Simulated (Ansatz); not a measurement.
A nudged elastic band was laid between two geometries of CH₈AlISi₂ (13 atoms, charge 0, multiplicity 1).

Method: Ansatz 0.2.0, RKS B3LYP-D4/def2-SVP.

```
movable images  : 5
climbing image  : yes
spring          : 5.0 eV/Å²
optimiser       : quadratic models (default)
start path      : through a guess of the saddle point
force threshold : 0.03 eV/Å
iteration limit : 50
end points      : relaxed
```

First end point:

```xyz
13
Properties=species:S:1:pos:R:3
Al -0.921 2.323 0.078
C -0.841 0.520 0.954
Si 0.749 -0.251 0.390
Si 0.637 -2.284 -0.778
I 1.561 1.426 -1.396
H -0.334 3.552 0.888
H -1.932 2.508 -1.129
H -0.848 0.606 2.053
H -1.702 -0.092 0.637
H 1.845 -0.210 1.397
H 1.963 -2.606 -1.377
H -0.386 -2.147 -1.854
H 0.230 -3.379 0.153
```

Last end point:

```xyz
13
Properties=species:S:1:pos:R:3
Al -1.735 1.187 1.027
C -0.149 1.425 -0.115
Si 1.163 0.097 0.021
Si 0.343 -2.018 -0.593
I 3.095 0.577 -1.490
H -3.020 0.476 0.431
H -1.707 1.708 2.524
H -0.471 1.471 -1.171
H 0.329 2.389 0.140
H 1.726 0.058 1.402
H 1.401 -3.061 -0.464
H -0.151 -1.969 -1.999
H -0.804 -2.374 0.302
```

Question: What changes between the two ends?

Answer: No bond is made or broken. The dihedral H8–C2–Si3–Si4 goes from 119 to -61°.

Question: What energy profile does the band end with?

Answer: The run converged. The highest image is number 4 of 0 to 6, 0.262 eV above the first end and 0.071 eV above the last; the last end lies 0.190 eV above the first. A vibrational analysis at the climbing image gives one clearly imaginary mode, 42i cm⁻¹: a first-order saddle point.

```json
{"image": "0", "path coordinate (Å)": "0.00", "energy (eV)": "0.000", "dihedral H8–C2–Si3–Si4 (°)": "119"}
{"image": "1", "path coordinate (Å)": "1.62", "energy (eV)": "0.018", "dihedral H8–C2–Si3–Si4 (°)": "91"}
{"image": "2", "path coordinate (Å)": "3.25", "energy (eV)": "0.139", "dihedral H8–C2–Si3–Si4 (°)": "61"}
{"image": "3", "path coordinate (Å)": "4.87", "energy (eV)": "0.220", "dihedral H8–C2–Si3–Si4 (°)": "33"}
{"image": "4", "path coordinate (Å)": "6.50", "energy (eV)": "0.262", "dihedral H8–C2–Si3–Si4 (°)": "1"}
{"image": "5", "path coordinate (Å)": "8.47", "energy (eV)": "0.217", "dihedral H8–C2–Si3–Si4 (°)": "-37"}
{"image": "6", "path coordinate (Å)": "10.44", "energy (eV)": "0.190", "dihedral H8–C2–Si3–Si4 (°)": "-61"}
```

Question: What is the geometry of the highest image?

Answer: 
```xyz
13
Properties=species:S:1:pos:R:3
Al -1.212 1.949 1.328
C -0.889 0.881 -0.289
Si 0.814 0.067 -0.268
Si 0.721 -2.273 -0.453
I 2.199 0.902 -2.168
H -1.460 1.187 2.697
H -1.187 3.532 1.267
H -1.640 0.074 -0.368
H -0.975 1.502 -1.195
H 1.593 0.459 0.950
H 2.088 -2.865 -0.398
H 0.073 -2.618 -1.751
H -0.104 -2.832 0.662
```

Question: What are the harmonic wavenumbers there?

Answer: 42i, 63, 86, 103, 115, 155, 164, 324, 381, 430, 503, 511, 560, 639, 660, 726, 743, 788, 811, 876, 936, 941, 948, 973, 1370, 1931, 1941, 2172, 2204, 2223, 2234, 3035, 3109 cm⁻¹.

Time of the run: 12 min on 2 threads of Arm Neoverse V1 (shared host), peak memory 0.39 GiB.
